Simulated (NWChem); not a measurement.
The numbers come from NWChem runs, not from measurements. System: C3H5NOSi, charge 0, spin multiplicity 1, at a geometry optimised with PBE/def2-SVP. The structure started from a generated list of species. Level: MP2/def2-SVP, 10 core orbitals frozen.

NWChem printed:

```
             Northwest Computational Chemistry Package (NWChem) 7.3.0
             --------------------------------------------------------

                                NWChem Input Module
                                -------------------

 Scaling coordinates for geometry "geometry" by  1.889725989
 (inverse scale =  0.529177249)

 Turning off AUTOSYM since
 SYMMETRY directive was detected!

                             Geometry "geometry" -> ""
                             -------------------------

 Output coordinates in angstroms (scale by  1.889725989 to convert to a.u.)

  No.       Tag          Charge          X              Y              Z
 ---- ---------------- ---------- -------------- -------------- --------------
    1 C                    6.0000    -1.61850500    -0.46488900     0.00000000
    2 C                    6.0000    -1.31807600     0.87340900     0.00000000
    3 O                    8.0000    -0.08498100     1.39219900     0.00000000
    4 Si                  14.0000     1.31283500     0.33645400     0.00000000
    5 N                    7.0000     0.70375000    -1.29119900     0.00000000
    6 C                    6.0000    -0.58258400    -1.48804700     0.00000000
    7 H                    1.0000    -2.67607500    -0.76424500     0.00000000
    8 H                    1.0000    -2.11002900     1.64530600     0.00000000
    9 H                    1.0000     2.11050400     0.66482400    -1.22736300
   10 H                    1.0000     2.11050400     0.66482400     1.22736300
   11 H                    1.0000    -0.94599800    -2.54310900     0.00000000

 Effective nuclear repulsion energy (a.u.)     281.4468046850

            Nuclear Dipole moment (a.u.)
            ----------------------------
        X                 Y               Z
 ---------------- ---------------- ----------------
     0.0000151178    -0.0000132281     0.0000000000

      Symmetry information
      --------------------

 Group name             Cs
 Group number              2
 Group order               2
 No. of unique centers    10

      Symmetry unique atoms

     1    2    3    4    5    6    7    8    9   11


 Summary of "ao basis" -> "" (spherical)
 ------------------------------------------------------------------------------
       Tag                 Description            Shells   Functions and Types
 ---------------- ------------------------------  ------  ---------------------
 *                          def2-svp                  on all atoms
[...]
    4 Si  14    12.94   2.00  1.99  0.90  0.06  5.94  1.12  0.57  0.35
    5 N    7     7.57   1.99  1.00  0.61  2.32  1.64  0.02
    6 C    6     5.77   1.99  0.91  0.19  1.91  0.69  0.08
    7 H    1     0.94   0.74  0.17  0.03
    8 H    1     0.92   0.75  0.15  0.02
    9 H    1     1.16   0.75  0.40  0.01
   10 H    1     1.16   0.75  0.40  0.01
   11 H    1     0.94   0.75  0.16  0.02

       Multipole analysis of the density wrt the origin
       ------------------------------------------------

     L   x y z        total         open         nuclear
     -   - - -        -----         ----         -------
     0   0 0 0     -0.000000      0.000000     52.000000

     1   1 0 0     -0.799553      0.000000      0.000015
     1   0 1 0      0.232058      0.000000     -0.000013
     1   0 0 1     -0.000000      0.000000      0.000000

     2   2 0 0    -29.094364      0.000000    275.860471
     2   1 1 0      1.613461      0.000000     19.536982
     2   1 0 1     -0.000000      0.000000      0.000000
     2   0 2 0    -33.494042      0.000000    209.131910
     2   0 1 1     -0.000000      0.000000      0.000000
     2   0 0 2    -33.398600      0.000000     10.759045

                   NWChem MP2 Semi-direct Energy/Gradient Module
                   ---------------------------------------------

  Basis functions       =    113
  Molecular orbitals    =    113
  Frozen core           =     10
  Frozen virtuals       =      0
  Active alpha occupied =     16
  Active beta occupied  =     16
  Active alpha virtual  =     87
  Active beta virtual   =     87
  Use MO symmetry       = T
  Use skeleton AO sym   = T

  AO/Fock/Back tols     =   1.0D-09  1.0D-09  1.0D-09

 GA uses MA = F    GA memory limited = T

 Available:
  local mem=  1.15D+08
 global mem=  1.31D+08
 local disk=  0.00D+00
  mp2_memr nvloc                    87
  nvloc new                    87
   1 passes of  16:        3145728                      61544                  29412594.
   1 passes of  16: M    114683621           G      131046462           F     111537893.

 Semi-direct pass number   1 of   1  for RHF alpha+beta  at        5.0s
  vrange nnbf                  6210
  mp2_eaftype                   112  avail_ma_in_mb                   999
 EAF : mp2_eaftype filesize         112   14706297.
  mp2_eaf for mointskh                    112
Node 0 wrote     69.2 Mb in      0.0 s     Agg I/O rate:  2107.8 Mb/s
 Done moints_semi at       10.8s
  mp2_eaftype                   112  avail_ma_in_mb                   887
 EAF : mp2_eaftype filesize         112   14706297.
  mp2_eaf for kh                   112
 Done maket at       11.2s
 Done multipass loop at       11.2s

          -------------------------------------------
          SCF energy                -534.500038595602
          Correlation energy          -0.819203754321
          Singlet pairs               -0.508837658936
          Triplet pairs               -0.310366095385
          Total MP2 energy          -535.319242349923
          -------------------------------------------

          ---------------------------------------------------
                    Spin Component Scaled (SCS) MP2
          Same spin pairs                     -0.206910730257
          Same spin scaling factor             0.333333333333
          Opposite spin pairs                 -0.612293024064
          Opposite spin scaling fact.          1.200000000000
          SCS-MP2 correlation energy          -0.803721872296
          Total SCS-MP2 energy              -535.303760467898
          ---------------------------------------------------

 -----------------------
 Performance information
 -----------------------

 Timer overhead =  2.42D-07 seconds/call

               Nr. of calls         CPU time (s)                 Wall time (s)                GFlops
             ---------------    -------------------     ------------------------------   -------------------
Name         Min   Avg   Max    Min     Avg     Max     Min     Avg     Max   Mx/calls   Min     Max     Sum
mp2: moin     1     1     1    5.8     5.8     5.8      5.8     5.8     5.8     5.8      0.0     0.0     0.0
mp2: make     1     1     1   0.39    0.39    0.39     0.39    0.39    0.39    0.39      0.0     0.0     0.0
mp2: tota     1     1     1    6.2     6.2     6.2      6.2     6.2     6.2     6.2      0.0     0.0     0.0

 The average no. of pstat calls per process was 3.00D+00
 with a timing overhead of 7.27D-07s

 Task  times  cpu:       11.1s     wall:       11.1s

 Total times  cpu:       11.2s     wall:       11.2s
```

**Question.** Write an NWChem input that would produce this output.

**Answer.** Several could match; the one computed here: 
```
start mol
memory heap 200 mb stack 800 mb global 1000 mb
geometry units angstroms nocenter noautoz
  C     -1.618505    -0.464889     0.000000
  C     -1.318076     0.873409     0.000000
  O     -0.084981     1.392199     0.000000
  Si     1.312835     0.336454     0.000000
  N      0.703750    -1.291199     0.000000
  C     -0.582584    -1.488047     0.000000
  H     -2.676075    -0.764245     0.000000
  H     -2.110029     1.645306     0.000000
  H      2.110504     0.664824    -1.227363
  H      2.110504     0.664824     1.227363
  H     -0.945998    -2.543109     0.000000
  symmetry group Cs
end
basis spherical
  * library def2-svp
end
scf
  rhf
  nopen 0
  maxiter 100
  thresh 1e-7
  semidirect memsize 60000000 filesize 0
end
mp2
  freeze core 10
end
task mp2 energy
```
